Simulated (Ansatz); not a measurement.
Species: AlCl (charge +1, doublet). SMILES of the parent species: [Al][Cl]
Geometry from a B3LYP-D3(BJ)/def2-TZVP (Ansatz, a program for electronic structure) optimisation:
```xyz
2

Al     0.0000     0.0000    -1.1542
Cl     0.0000     0.0000     0.8826
```
Charge +1, spin multiplicity 2.

Parts of the frozen-core correlation energy in cc-pV(D+d)Z (Ansatz, hartree). Frozen orbitals: 10; correlated occupied orbitals by spin: 5 and 4; virtual: 31 and 32. Open shells are spin-unrestricted. No spin-orbit coupling. No relativistic terms.

| term | value |
|---|---|
| reference (HF) | -701.18489 |
| MP2 opposite-spin | -0.11674 |
| MP2 same-spin | -0.04334 |
| CCSD correlation | -0.17656 |
| (T) | -0.00534 |
| CCSDT minus CCSD(T) | -0.00067 |
| CCSDT(Q) minus CCSD(T) | -0.00116 |
| T1 diagnostic | 0.019 |
| largest doubles amplitude | 0.033 |
| <S^2> of the reference | 0.755 |
